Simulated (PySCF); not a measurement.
Molecule: SMILES C1CC1[SiH]1P[SiH2]P1, C₃H₁₀P₂Si₂.

Bonds (- single, = double, # triple, : aromatic): C1-C2, C2-C3, C3-Si4, Si4-P5, P5-Si6, Si6-P7, C3-C1, P7-Si4. C1 carries H8, H9; C2 carries H10, H11; C3 carries H12; Si4 carries H13; P5 carries H14; Si6 carries H15, H16; P7 carries H17. H16 is cis to C3 on the ring; H9, H11 are cis to Si4 on the ring; H15 is trans to C3 on the ring; H8, H10 are trans to Si4 on the ring.

Frames of a GFN2-xTB Langevin trajectory at 600 K; GIAO PBE0/pcSseg-1 shieldings in PySCF 2.14, gas phase, non-relativistic; equivalent atoms averaged within each frame.

Scale: TMS for ¹³C (σref 186.93), ²⁹Si (σref 349.16), ¹H (σref 31.72); ³¹P (σref 318.38) vs H3PO4 (reference shieldings calculated alike). The references are static minima.

**Question.** How do the shifts (ppm) fluctuate along the trajectory?

**Answer.** 
```tsv
time (fs)	C1/C2	C3	Si4	Si6	P5/P7	H16	H15	H13	H14/H17	H9/H11
optimised geometry	5.9	4.9	-11.6	-69.1	-225.9	4.98	4.69	4.58	2.40	0.22
250	8.9	-5.4	-35.4	-66.5	-46.5	4.89	4.87	4.72	3.33	1.42
425	-0.8	18.7	-10.0	-92.5	-172.3	6.58	4.74	6.83	3.55	-0.41
625	7.0	8.4	7.2	-68.8	-215.5	5.46	4.16	5.83	2.33	1.38
800	6.5	-0.7	-24.6	-62.4	-220.7	5.60	4.18	6.29	3.39	0.95
1000	12.8	-4.0	-16.8	-57.1	-170.8	3.91	4.87	4.02	3.96	-0.24
mean of frames	6.9	3.4	-15.9	-69.5	-165.1	5.29	4.56	5.54	3.31	0.62
standard deviation	5.0	10.1	16.0	13.6	70.3	0.98	0.37	1.15	0.60	0.89
```

5 frames give an uncertainty of the mean of about the standard deviation over 2.2 at best, since frames this close in time may not be independent; classical motion lacks zero-point vibration, and the reference would need the same averaging.
